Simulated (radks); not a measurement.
Problem. Ir50+, 27 electrons, occupied as [Ar] 3d9 (the NIST ground configuration). Calculated with a radial shooting solver on a logarithmic mesh with Libxc functionals: non-relativistic Kohn-Sham, PBE, spin-polarised, spherical densities, point nucleus; open shells are filled with parallel spins first (spin-orbit coupling, left out, can overturn this in heavy ions); relativity is left out, which matters for an element this heavy. Some entries of the table are withheld. Estimate them.

| orbital | occ. | eigenvalue (eV) | <1/r> (bohr^-1) |
|---|---|---|---|
| 1s up | 1 | -72035.36 | 76.46 |
| 1s down | 1 | -72035.29 | 76.46 |
| 2s up | 1 | -14200.37 | 18.02 |
| 2s down | 1 | -14195.40 | 18.03 |
| 2p up | 3 | -13758.45 | 18.05 |
| 2p down | 3 | -13754.85 | 18.05 |
| 3s up | 1 | -5186.295 | 7.181 |
| 3s down | 1 | -5182.045 | 7.177 |
| 3p up | 3 | -4988.494 | (1) |
| 3p down | 3 | -4983.875 | (2) |
| 3d up | 5 | (3) | (4) |
| 3d down | 4 | (5) | (6) |

Solution. 
(1) 3p up <1/r> (bohr^-1): 7.133
(2) 3p down <1/r> (bohr^-1): 7.128
(3) 3d up eigenvalue (eV): -4632.240
(4) 3d up <1/r> (bohr^-1): 7.043
(5) 3d down eigenvalue (eV): -4626.212
(6) 3d down <1/r> (bohr^-1): 7.040
